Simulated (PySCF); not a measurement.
# What a mistake does to a calculation on BCGeH7N

All numbers below are calculated, not measured. The program is PySCF 2.14.0, an open-source quantum chemistry code, run on an isolated molecule that a program drew, which may never have been made. The molecule is BCGeH7N (charge 0, doublet), drawn as the SMILES string `[BH2][GeH][NH]C`.

Each row is a Hartree-Fock (HF) and frozen-core CCSD(T) single point in the cc-pVDZ basis, meant for a local HF minimum. Run 1 is clean. Each other run has one planted mistake out of seven kinds, and not every kind appears here: one electron removed, one electron added, multiplicity raised by two, geometry at a saddle point, minimal basis STO-3G, one bond length entered in bohr, all coordinates scaled. The reference is restricted for singlets and unrestricted otherwise, and also for a bond in bohr. Adding or removing an electron swaps singlet and doublet. Electrons count all cores. HOMO and LUMO are orbital energies over both spins, the gradient is its largest component, and the lowest frequency (negative if imaginary) is given only where the gradient is small. Bond lengths are over the 10 bonds as drawn. T1 is the CCSD diagnostic: over 0.02 (restricted) or 0.045 (unrestricted) a single reference is doubtful. Germanium has the cc-pVDZ-PP basis, with a core potential (ECP10MDF) in place of its 10 inner electrons, and its 3s, 3p and 3d shells are frozen in CCSD(T).

Geometry of the clean run:
```xyz
11
BCGeH7N, angstrom
B    -1.2659    0.2237    1.5549
Ge    0.3208    1.3412    1.2581
N     1.0901    1.7054   -0.3251
C     0.6561    1.2485   -1.6291
H    -1.6355    0.0902    2.6859
H    -1.8262   -0.2939    0.6324
H     1.1626    2.0797    2.2974
H     1.8905    2.3061   -0.3410
H     0.3579    2.0809   -2.2738
H     1.4422    0.6858   -2.1411
H    -0.2049    0.5888   -1.5239
```

```
run  electrons  basis functions  <S^2>  HOMO (eV)  LUMO (eV)  gradient (hartree/bohr)  lowest frequency (cm^-1)  mean bond (Å)  longest bond (Å)      T1  HF (hartree)  CCSD(T) (hartree)                          mistake
  1         57              100  0.758      -7.11       1.16                  1.9e-05                        60         1.3410             1.963  0.0182    -414.40865         -414.96660                         no fault
  2         57              100  3.792      -3.71      -0.96                  1.1e-01                         -         1.3410             1.963  0.0150    -414.22747         -414.75152       multiplicity raised by two
  3         57              100  0.754      -7.71       1.43                  3.0e-02                         -         1.5157             3.710  0.0166    -414.33386         -414.87780  one bond length entered in bohr
  4         57              100  0.759      -7.07       1.04                  3.5e-02                         -         1.4121             2.067  0.0219    -414.38312         -414.95318           all coordinates scaled
  5         56              100  0.000     -15.73      -5.67                  6.4e-02                         -         1.3410             1.963  0.0255    -414.17454         -414.72154             one electron removed
  6         58              100  0.000      -0.22       8.68                  4.4e-02                         -         1.3410             1.963  0.0148    -414.39004         -414.98293                                ?
```

**Which mistake was planted in run 6, and what did it cost?**

It counts 58 electrons, one more than the clean run, at the same geometry and basis. So the mistake is: one electron added. Subtracting run 1 and multiplying by 627.51 kcal/mol a hartree, the energy moved by 11.7 kcal/mol in HF and -10.2 kcal/mol in CCSD(T).

Cautions from the logs. Run 5: T1 is over the limit, so its CCSD(T) energy is less reliable.
